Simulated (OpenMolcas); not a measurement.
## Dy3+: moving or changing the point charges

Dy3+ among 6 point charges of -1 e arranged as a tetragonal octahedron (D4h), 2.32 Å from the ion, with the axial distance 2.691 Å.
```
   2.3200    0.0000    0.0000  -1.00
   0.0000    2.3200    0.0000  -1.00
  -2.3200    0.0000    0.0000  -1.00
   0.0000   -2.3200    0.0000  -1.00
   0.0000    0.0000    2.6912  -1.00
   0.0000    0.0000   -2.6912  -1.00
```

```yaml
Program: OpenMolcas
Method: CASSCF
Basis: ANO-RCC-VDZP [7s6p4d2f1g]
Scalar_Hamiltonian: DKH2, point nucleus
Active_space: 9 electrons in 7 orbitals (4f)
State_averaging: 2S+1 = 6 odd, 21 roots; 2S+1 = 4 odd, 115 roots kept (CI in the orbitals of an earlier block, 108 in the spin-orbit step); 2S+1 = 2 odd, 82 roots kept (CI in the orbitals of an earlier block, 40 in the spin-orbit step)
Spin-orbit_coupling: RASSI with atomic mean-field integrals over the reference wave functions
```

Runs around this geometry, states (labels of D4, the rotations of D4h). Energies in cm-1 above the lowest state or level, χT in cm3 K/mol.

```tsv
R (Å)	q (e)	Ground state	First state of that spin	First gap with spin-orbit (degeneracies)	Width of lowest J	χT at 300 K
2.32	-0.5	6A2	6E 21.4	10.3 (2, 2)	292	14.029
2.32	-1	6A2	6E 41.5	19.7 (2, 2)	585	13.941
2.51	-1	6A2	6E 31.5	15.9 (2, 2)	462	13.991
2.77	-1	6A2	6E 22.3	12.2 (2, 2)	344	14.025
```

Taking the width of the lowest J multiplet as R^-n, n = -ln(344 / 585) / ln(2.77 / 2.32) = 3.0 between the shortest and longest distance.

Scaling the charges by -0.5 / -1 = 0.50 scales the width of the lowest J multiplet by 292 / 585 = 0.50; with fixed orbitals a first-order splitting would follow the charge.

High states are left out of the spin-orbit mixing, which shifts the levels that they would mix with. Point charges carry no covalency, so the field is a model and not that of real ligands. No measured value stands beside these numbers.
